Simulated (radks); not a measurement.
Removal energies from the lutetium ion Lu8+, [Kr] 4d10 4f(5/2: 6, 7/2: 5) 5s2 5p(1/2: 2, 3/2: 2), by Delta-SCF beside the eigenvalue of the level emptied. All-electron calculation, Dirac Kohn-Sham, PBE, spin-unpolarised, spherical densities, finite nucleus; Fermi nuclear charge, rms radius of each element as measured or else 0.836 A^(1/3) + 0.57 fm. Program: a radial shooting solver on a logarithmic mesh with Libxc functionals. Sub-shells are occupied by j as written (lower j first in brackets).

| removed from | final configuration | Delta-SCF (eV) | -eigenvalue (eV) |
|---|---|---|---|
| 5p3/2 | [Kr] 4d10 4f(5/2: 6, 7/2: 5) 5s2 5p(1/2: 2, 3/2: 1) | 153.12 | 144.05 |
| 4f7/2 | [Kr] 4d10 4f(5/2: 6, 7/2: 4) 5s2 5p(1/2: 2, 3/2: 2) | 160.48 | 145.95 |
| 4f5/2 | [Kr] 4d10 4f(5/2: 5, 7/2: 5) 5s2 5p(1/2: 2, 3/2: 2) | 162.39 | 147.76 |
| 5p1/2 | [Kr] 4d10 4f(5/2: 6, 7/2: 5) 5s2 5p(1/2: 1, 3/2: 2) | 163.58 | 154.05 |
